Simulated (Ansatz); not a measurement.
Species: CH₄NSi, charge 0, doublet. CH4NSi (SMILES [SiH3]C=[N], doublet).
B3LYP-D3(BJ)/def2-TZVP minimum from Ansatz (a quantum-chemistry and plane-wave program):
```xyz
7

Si    -0.5721     0.5123     0.6406
C      0.4506    -0.7698    -0.3396
N      1.0398    -0.4556    -1.3785
H     -0.0086     0.6044     2.0062
H     -1.9674     0.0250     0.7202
H     -0.5016     1.8115    -0.0522
H      0.5043    -1.8051     0.0452
```
Charge 0, spin multiplicity 2.

Atomisation energy term by term, kcal/mol (programs: Ansatz). Radicals and triplets start from unrestricted determinants; spin-orbit coupling is neglected. Cores are frozen in correlated methods. Rows without X2C or -DK are non-relativistic. CBS(X,Y): correlation extrapolated as X^-3, Hartree-Fock from the larger set. A bracket is a step between two methods taken in the basis named. '+ core + X2C': CCSD(T) terms for core correlation (cc-pwCVTZ, 1s frozen past Ne) and scalar relativity (cc-pVTZ-DK). Where a partner has so few electrons that a lower coupled-cluster level is exact, that level stands in. The UHF reference of CH4NSi ([N]=C[SiH3], doublet) is spin-contaminated (<S^2> up to 0.18 over the pure value in the sets run).

```
term                                       basis  kcal/mol
------------------  ----------------------------  --------
Hartree-Fock                         cc-pV(Q+d)Z    399.15
CCSD correlation    CBS(cc-pV(T+d)Z,cc-pV(Q+d)Z)    146.36
(T)                 CBS(cc-pV(T+d)Z,cc-pV(Q+d)Z)      9.49
CCSDT(Q) - CCSD(T)                   cc-pV(D+d)Z      1.09
core correlation                       cc-pwCVTZ      1.29
scalar relativity                X2C, cc-pVTZ-DK     -0.91
sum: De                                              556.5
```
